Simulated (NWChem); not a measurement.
Program: NWChem. System: C2H3O2, charge 0, spin multiplicity 2, displaced from the optimised geometry. The structure started from a generated list of species. Its SCF solution wasn't tested for a lower state. Level: UBLYP/def2-TZVP.

Input file:

```
start mol
memory heap 200 mb stack 900 mb global 1100 mb
geometry units angstroms nocenter noautoz
  C      0.346178    -1.456853     0.000000
  O      0.860258    -0.168185     0.000000
  C     -0.011622     0.908760     0.000000
  O     -1.230475     0.828207     0.000000
  H     -0.755317    -1.596522     0.000000
  H      1.113816    -2.256565     0.000000
  H      0.595900     1.861465     0.000000
  symmetry group Cs
end
basis spherical
  * library def2-tzvp
end
dft
  xc becke88 lyp
  odft
  mult 2
  semidirect memsize 60000000 filesize 0
  iterations 100
  grid coarse
end
task dft gradient
```

Output (cleaned and shortened):

```
             Northwest Computational Chemistry Package (NWChem) 7.3.0
             --------------------------------------------------------

                                NWChem Input Module
                                -------------------

 Scaling coordinates for geometry "geometry" by  1.889725989
 (inverse scale =  0.529177249)

 Turning off AUTOSYM since
 SYMMETRY directive was detected!

                             Geometry "geometry" -> ""
                             -------------------------

 Output coordinates in angstroms (scale by  1.889725989 to convert to a.u.)

  No.       Tag          Charge          X              Y              Z
 ---- ---------------- ---------- -------------- -------------- --------------
    1 C                    6.0000     0.34617800    -1.45685300     0.00000000
    2 O                    8.0000     0.86025800    -0.16818500     0.00000000
    3 C                    6.0000    -0.01162200     0.90876000     0.00000000
    4 O                    8.0000    -1.23047500     0.82820700     0.00000000
    5 H                    1.0000    -0.75531700    -1.59652200     0.00000000
    6 H                    1.0000     1.11381600    -2.25656500     0.00000000
    7 H                    1.0000     0.59590000     1.86146500     0.00000000

 Effective nuclear repulsion energy (a.u.)     112.2204852256

            Nuclear Dipole moment (a.u.)
            ----------------------------
        X                 Y               Z
 ---------------- ---------------- ----------------
    -0.0000018897    -0.0000075589     0.0000000000

      Symmetry information
      --------------------

 Group name             Cs
 Group number              2
 Group order               2
 No. of unique centers     7

      Symmetry unique atoms

     1    2    3    4    5    6    7


 Summary of "ao basis" -> "" (spherical)
 ------------------------------------------------------------------------------
       Tag                 Description            Shells   Functions and Types
 ---------------- ------------------------------  ------  ---------------------
 *                         def2-tzvp                  on all atoms

                                 NWChem DFT Module
                                 -----------------

 Summary of "ao basis" -> "ao basis" (spherical)
 ------------------------------------------------------------------------------
       Tag                 Description            Shells   Functions and Types
 ---------------- ------------------------------  ------  ---------------------
 C                         def2-tzvp                11       31   5s3p2d1f
 O                         def2-tzvp                11       31   5s3p2d1f
 H                         def2-tzvp                 4        6   3s1p

 Summary of "ao basis" -> "ao basis" (spherical)
 ------------------------------------------------------------------------------
       Tag                 Description            Shells   Functions and Types
 ---------------- ------------------------------  ------  ---------------------
 C                         def2-tzvp                11       31   5s3p2d1f
 O                         def2-tzvp                11       31   5s3p2d1f
 H                         def2-tzvp                 4        6   3s1p

      Symmetry analysis of basis
      --------------------------

        a'         99
        a"         43

            General Information
            -------------------
          SCF calculation type: DFT
          Wavefunction type:  spin polarized.
          No. of atoms     :     7
          No. of electrons :    31
           Alpha electrons :    16
            Beta electrons :    15
          Charge           :     0
          Spin multiplicity:     2
          Use of symmetry is: on ; symmetry adaption is: on
          Maximum number of iterations: 100
          AO basis - number of functions:   142
                     number of shells:    56
          Convergence on energy requested:  1.00D-06
          Convergence on density requested:  1.00D-05
          Convergence on gradient requested:  5.00D-04

              XC Information
              --------------
                    Becke 1988 Exchange Functional  1.000
              Lee-Yang-Parr Correlation Functional  1.000

             Grid Information
             ----------------
          Grid used for XC integration:  coarse
          Radial quadrature: Mura-Knowles
          Angular quadrature: Lebedev.
          Tag              B.-S. Rad. Rad. Pts. Rad. Cut. Ang. Pts.
          ---              ---------- --------- --------- ---------
          C                   0.70       35          10.0       302
          O                   0.60       35          11.0       302
          H                   0.35       35          11.0       302
          Grid pruning is: on
          Number of quadrature shells:   245
          Spatial weights used:  Erf1

          Convergence Information
          -----------------------
          Convergence aids based upon iterative change in
          total energy or number of iterations.
          Levelshifting, if invoked, occurs when the
          HOMO/LUMO gap drops below (HL_TOL):  1.00D-02
          DIIS, if invoked, will attempt to extrapolate
          using up to (NFOCK): 10 stored Fock matrices.

                    Damping( 0%)  Levelshifting(0.5)       DIIS
                  --------------- ------------------- ---------------
          dE  on:    start            ASAP                start
          dE off:    2 iters        100 iters           100 iters
[...]
    11      0.314656  1 C  pz                70     -0.199284  3 C  pz
    73     -0.187475  3 C  pz                76     -0.178792  3 C  pz
   107      0.179603  4 O  pz               101      0.172211  4 O  pz
   104      0.130183  4 O  pz                45     -0.124163  2 O  pz

 Vector   17  Occ=0.000000D+00  E=-4.063118D-02  Symmetry=a"
              MO Center= -5.3D-02,  3.5D-01, -2.7D-16, r^2= 2.6D+00
   Bfn.  Coefficient  Atom+Function         Bfn.  Coefficient  Atom+Function
  ----- ------------  ---------------      ----- ------------  ---------------
    76      0.429506  3 C  pz                70      0.343432  3 C  pz
    73      0.344632  3 C  pz               107     -0.317865  4 O  pz
    45     -0.287479  2 O  pz               101     -0.270420  4 O  pz
    39     -0.258848  2 O  pz                14      0.248720  1 C  pz
   104     -0.209136  4 O  pz                42     -0.203515  2 O  pz

 Vector   18  Occ=0.000000D+00  E= 3.899053D-02  Symmetry=a'
              MO Center=  8.2D-01,  1.1D+00, -1.8D-15, r^2= 5.8D+00
   Bfn.  Coefficient  Atom+Function         Bfn.  Coefficient  Atom+Function
  ----- ------------  ---------------      ----- ------------  ---------------
   139      2.317439  7 H  s                 67     -1.491130  3 C  s
     5     -0.887166  1 C  s                133      0.812637  6 H  s
    75     -0.690915  3 C  py                36      0.644582  2 O  s
    74     -0.542484  3 C  px                66     -0.415176  3 C  s
     4     -0.284133  1 C  s                 12     -0.222790  1 C  px

   alpha - beta orbital overlaps
   -----------------------------

   alpha      1      2      3      4      5      6      7      8      9     10
    beta      1      2      3      4      5      6      7      8      9     10
 overlap   1.000  1.000  1.000  1.000  1.000  1.000  0.997  0.995  0.998  0.999

   alpha     11     12     13     14     15     16     17     18     19     20
    beta     11     12     13     14     15     16     17     18     19     20
 overlap   0.997  0.999  1.000  0.993  1.000  0.972  0.981  0.835  0.842  0.989

   alpha     21     22     23     24     25     26     27     28     29     30
    beta     21     22     23     24     25     26     27     28     29     30
 overlap   0.998  0.998  0.997  0.958  0.980  0.958  0.905  0.919  0.995  0.995

   alpha     31     32     33     34     35     36     37     38     39     40
    beta     31     32     34     33     35     36     37     38     39     40
 overlap   0.999  0.991  0.998  0.990  0.996  0.993  0.993  0.989  0.986  1.000

   alpha     41     42     43     44     45     46     47     48     49     50
    beta     41     42     43     44     45     46     47     48     49     50
 overlap   0.999  0.996  0.999  1.000  0.996  0.996  0.998  0.984  0.946  0.950

   alpha     51     52     53     54     55     56     57     58     59     60
    beta     51     52     53     54     55     56     57     58     59     60
 overlap   0.996  0.999  0.950  0.997  0.949  0.994  1.000  0.992  0.978  0.978

   alpha     61     62     63     64     65     66     67     68     69     70
    beta     62     61     64     63     65     66     67     68     69     70
 overlap   0.999  0.999  0.992  0.999  0.999  0.992  1.000  0.999  0.995  0.998

   alpha     71     72     73     74     75     76     77     78     79     80
    beta     71     72     73     75     74     76     77     78     79     80
 overlap   0.994  0.998  0.998  0.967  0.970  0.993  0.993  0.998  1.000  0.998

   alpha     81     82     83     84     85     86     87     88     89     90
    beta     81     82     83     84     85     86     87     88     90     89
 overlap   0.999  0.999  0.995  0.999  0.999  0.885  0.972  0.870  0.970  0.945

   alpha     91     92     93     94     95     96     97     98     99    100
    beta     91     93     92     94     95     96     98     97     99    100
 overlap   0.934  0.956  0.999  0.965  0.974  0.998  0.985  0.999  0.994  0.994

   alpha    101    102    103    104    105    106    107    108    109    110
    beta    101    102    103    104    105    106    107    108    109    110
 overlap   0.997  0.997  0.999  0.996  0.999  0.998  1.000  0.996  0.996  0.999

   alpha    111    112    113    114    115    116    117    118    119    120
    beta    111    112    113    114    115    116    117    118    119    120
 overlap   0.999  0.999  1.000  1.000  1.000  1.000  1.000  1.000  1.000  1.000

   alpha    121    122    123    124    125    126    127    128    129    130
    beta    121    122    123    124    125    126    127    128    129    130
 overlap   1.000  1.000  1.000  1.000  1.000  1.000  1.000  0.999  0.999  1.000

   alpha    131    132    133    134    135    136    137    138    139    140
    beta    131    132    133    134    135    136    137    138    139    140
 overlap   1.000  1.000  1.000  1.000  1.000  1.000  1.000  1.000  1.000  1.000

   alpha    141    142
    beta    141    142
 overlap   1.000  1.000

     --------------------------
     Expectation value of S2:
     --------------------------
      <S2> =      0.7534 (Exact =     0.7500)

 center of mass
 --------------
 x =  -0.03026238 y =   0.06316892 z =   0.00000000

 moments of inertia (a.u.)
 ------------------
         206.871545080836          89.138554105059           0.000000000000
          89.138554105059         141.635630088652           0.000000000000
           0.000000000000           0.000000000000         348.507175169488

     Multipole analysis of the density
     ---------------------------------

     L   x y z        total         alpha         beta         nuclear
     -   - - -        -----         -----         ----         -------
     0   0 0 0     -0.000000    -16.000000    -15.000000     31.000000

     1   1 0 0      0.642301      0.079321      0.562982     -0.000002
     1   0 1 0     -0.262107      0.943760     -1.205860     -0.000008
     1   0 0 1     -0.000000     -0.000000     -0.000000      0.000000

     2   2 0 0    -19.823924    -47.951677    -46.575101     74.702854
     2   1 1 0      1.428102     23.978669     22.436942    -44.987509
     2   1 0 1     -0.000000     -0.000000     -0.000000      0.000000
     2   0 2 0    -14.565939    -72.717056    -65.083873    123.234989
     2   0 1 1      0.000000      0.000000     -0.000000      0.000000
     2   0 0 2    -17.989167    -10.112857     -7.876311      0.000000

            General Information
            -------------------
          SCF calculation type: DFT
          Wavefunction type:  spin polarized.
          No. of atoms     :     7
          No. of electrons :    31
           Alpha electrons :    16
            Beta electrons :    15
          Charge           :     0
          Spin multiplicity:     2
          Use of symmetry is: on ; symmetry adaption is: on
          Maximum number of iterations: 100
          AO basis - number of functions:   142
                     number of shells:    56
          Convergence on energy requested:  1.00D-06
          Convergence on density requested:  1.00D-05
          Convergence on gradient requested:  5.00D-04

              XC Information
              --------------
                    Becke 1988 Exchange Functional  1.000
              Lee-Yang-Parr Correlation Functional  1.000

             Grid Information
             ----------------
          Grid used for XC integration:  coarse
          Radial quadrature: Mura-Knowles
          Angular quadrature: Lebedev.
          Tag              B.-S. Rad. Rad. Pts. Rad. Cut. Ang. Pts.
          ---              ---------- --------- --------- ---------
          C                   0.70       35          10.0       302
          O                   0.60       35          11.0       302
          H                   0.35       35          11.0       302
          Grid pruning is: on
          Number of quadrature shells:   245
          Spatial weights used:  Erf1

          Convergence Information
          -----------------------
          Convergence aids based upon iterative change in
          total energy or number of iterations.
          Levelshifting, if invoked, occurs when the
          HOMO/LUMO gap drops below (HL_TOL):  1.00D-02
          DIIS, if invoked, will attempt to extrapolate
          using up to (NFOCK): 10 stored Fock matrices.

                    Damping( 0%)  Levelshifting(0.5)       DIIS
                  --------------- ------------------- ---------------
          dE  on:    start            ASAP                start
          dE off:    2 iters        100 iters           100 iters

      Screening Tolerance Information
      -------------------------------
          Density screening/tol_rho:  1.00D-10
          AO Gaussian exp screening on grid/accAOfunc:  14
          CD Gaussian exp screening on grid/accCDfunc:  20
          XC Gaussian exp screening on grid/accXCfunc:  20
          Schwarz screening/accCoul:  1.00D-08

                            NWChem DFT Gradient Module
                            --------------------------

  charge          =   0.00
  wavefunction    = open shell

  Using symmetry

                         DFT ENERGY GRADIENTS

    atom               coordinates                        gradient
                 x          y          z           x          y          z
   1 C       0.654182  -2.753053   0.000000    0.003347   0.002681   0.000000
   2 O       1.625652  -0.317824   0.000000    0.002483   0.008327   0.000000
   3 C      -0.021962   1.717307   0.000000    0.013279  -0.008282   0.000000
   4 O      -2.325261   1.565084   0.000000   -0.021022  -0.001724   0.000000
   5 H      -1.427342  -3.016989   0.000000   -0.016845  -0.002236   0.000000
   6 H       2.104807  -4.264290   0.000000    0.010988  -0.013323   0.000000
   7 H       1.126088   3.517659   0.000000    0.007769   0.014557   0.000000

                 ----------------------------------------
                 |  Time  |  1-e(secs)   |  2-e(secs)   |
                 ----------------------------------------
                 |  CPU   |       0.03   |      13.87   |
                 ----------------------------------------
                 |  WALL  |       0.03   |      13.87   |
                 ----------------------------------------

 Task  times  cpu:       33.0s     wall:       33.0s

 Total times  cpu:       33.0s     wall:       33.0s
```
